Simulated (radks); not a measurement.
The numbers below are computed, except where a source is named.
Neutral oxygen inside a hard spherical wall (all orbitals vanish at R), configuration held at [He] 2s2 2p4 and not refilled when levels cross. Code: a radial shooting solver on a logarithmic mesh with Libxc functionals. Model: non-relativistic Kohn-Sham, PBE, spin-unpolarised, spherical densities, point nucleus. Eigenvalues in eV, with the zero of energy where the potential of the charges vanishes at infinity; a dash marks a level that is unbound or too diffuse for the functional's potential to be trusted. A positive occupied level is held by the wall or, in an anion where self-interaction has pushed it up, behind a barrier. The pressure on the wall is -dE/dV.

\begin{tabular}{lrrrrrrrr}
R (bohr) & E (hartree) & kinetic (hartree) & e(1s) & e(2s) & e(2p) & e(3s, empty) & e(3p, empty) & pressure (GPa) \\ \hline
free & -74.94519 & 74.734 & -514.26 & -23.915 & -9.038 & - & - & 0 \\
20 & -74.94519 & 74.734 & -514.26 & -23.915 & -9.038 & - & - & < 0.0001 \\
12 & -74.94519 & 74.734 & -514.26 & -23.915 & -9.038 & 0.034 & 1.270 & < 0.0001 \\
10 & -74.94519 & 74.734 & -514.26 & -23.914 & -9.037 & 0.279 & 1.823 & < 0.0001 \\
7 & -74.94495 & 74.737 & -514.23 & -23.890 & -9.013 & 1.685 & 4.187 & 0.0194 \\
6 & -74.94391 & 74.746 & -514.13 & -23.819 & -8.938 & 3.136 & 6.255 & 0.138 \\
3.5 & -74.85084 & 75.245 & -510.41 & -21.430 & -6.219 & 21.393 & 26.953 & 33.4 \\
3 & -74.70087 & 75.913 & -506.54 & -18.974 & -3.377 & 35.383 & 40.862 & 124 \\
2 & -72.95304 & 81.744 & -481.53 & -0.475 & 16.710 & 122.12 & 118.69 & 2640 \\
\end{tabular}
